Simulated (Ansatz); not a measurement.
**One elementary step**

Start structure (GeH$_{4}$S$_{2}$, closed shell), relaxed at PBE0-D4/def2-TZVP:

Ge1  (-0.520, -0.084, 0.390)
S2  (1.521, -0.811, 0.869)
S3  (-0.587, 0.960, -1.568)
H4  (0.354, 1.857, -1.231)
H5  (-0.875, 0.853, 1.552)
H6  (-1.522, -1.237, 0.244)
H7  (1.628, -1.538, -0.256)
(Å)

The step: GeH₄S₂ ([SH][GeH2][SH]) → GeH₂S ([S][GeH2]) + H₂S (still joined by a long Ge–S bond); bonds formed: S2–H4; bonds broken: S3–H4; bonds weakened to dative contacts: Ge1–S2. Ansatz 0.2.0; basis: def2-TZVPP and def2-QZVPP; cores frozen in the correlated methods. Filled d shells of the heavier atoms are correlated. The def2 sets are not built for correlating such inner shells, so the correlated values are less sure here. Extrapolation: Hartree–Fock as exp(−7.88 √X), correlation as X^−2.97. Energies below are by CCSD(T) at an estimated basis limit (MP2 extrapolated from triple and quadruple zeta, plus CCSD(T) − MP2 in triple zeta).

What are the electronic barrier and the energy of the step, from the start structure to the end structure? (An estimate is asked for; the value comes from the calculation.)

The calculation gives: Barrier 38.16 kcal/mol; step energy 31.80 kcal/mol (uphill); reverse barrier, their difference, 6.35 kcal/mol. Barrier and step energy count from the start structure, the reverse barrier from the end structure.

The saddle point: One imaginary mode of 550i cm⁻¹.
```json
{"pair": "S2–H4", "start (Å)": "3.59", "saddle (Å)": "1.47", "end (Å)": "1.34"}
{"pair": "Ge1–S2", "start (Å)": "2.22", "saddle (Å)": "2.47", "end (Å)": "2.69"}
{"pair": "S3–H4", "start (Å)": "1.34", "saddle (Å)": "2.01", "end (Å)": "3.46"}
```

Zero-point energy (harmonic, PBE0-D4): ZPE is 21.87 kcal/mol at the start and 20.17 kcal/mol at the saddle, so the barrier goes from 38.16 to 36.46 kcal/mol.

First-order rate constant out of the start structure at 498 K by transition-state theory, with harmonic vibrational free energies alone and no tunnelling: ΔA‡ = 37.84 kcal/mol, so k = (kB T/h) exp(−ΔA‡/kB T) ≈ 10^-4 s⁻¹ (an order of magnitude at best: rotation, the number of equivalent paths and anharmonicity are left out).

T1 diagnostic: at most 0.015.

Labels in which every atom is bracketed show which atoms are joined, not bond orders.

For scale, one of the runs: CCSD(T)/def2-TZVPP, 188 basis functions, launched by `ansatz run in.yaml --threads 4 --pin off --events-out ev --progress --plain --max-ram 9574MiB`. Time: 42 s of wall clock on 4 CPU threads of an Arm Neoverse V1; the host was shared. Peak host memory: 1.8 GiB.
